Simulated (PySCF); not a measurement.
Ge(H)2(Cl)(vinyl) (C₂H₅ClGe), SMILES C=[CH][GeH2][Cl]. Heavy atoms are numbered as in [GeH2:1]([Cl:2])[CH:3]=[CH2:4]. Hydrogens are named by the atom that carries them.

Coordinates come from a r2SCAN-D4/def2-SVP optimisation. The structure was generated by enumeration, and PubChem lists no compound with its InChIKey, so it may never have been made. The values are those of a single conformer.

The numbers are results of PBE/pcSseg-1 (PySCF), not measurements.

GIAO shieldings, no solvent; atoms alike by connectivity are averaged. δ = σ(ref) − σ: ⁷³Ge against GeH4 (σ = 1614.4 ppm); ³⁵Cl against HCl (σ = 936.5 ppm); ¹³C against TMS (σ = 182.0 ppm); ¹H against TMS (σ = 31.49 ppm), references at their B3LYP-D3(BJ)/def2-TZVP geometries, non-relativistic (without spin–orbit terms, shifts of atoms bonded to Cl or Br come out too high).

Computed chemical shifts:
| nucleus | atoms | count | δ (ppm) |
|---|---|---|---|
| ⁷³Ge | Ge1 (GeH2) | 1 | 316.6 |
| ³⁵Cl | Cl2 | 1 | -86.2 |
| ¹³C | C4 (CH2) | 1 | 145.6 |
| ¹³C | C3 (CH) | 1 | 140.5 |
| ¹H | H on C4 | 2 | 6.88 |
| ¹H | H on C3 | 1 | 6.64 |
| ¹H | H on Ge1 | 2 | 5.88 |
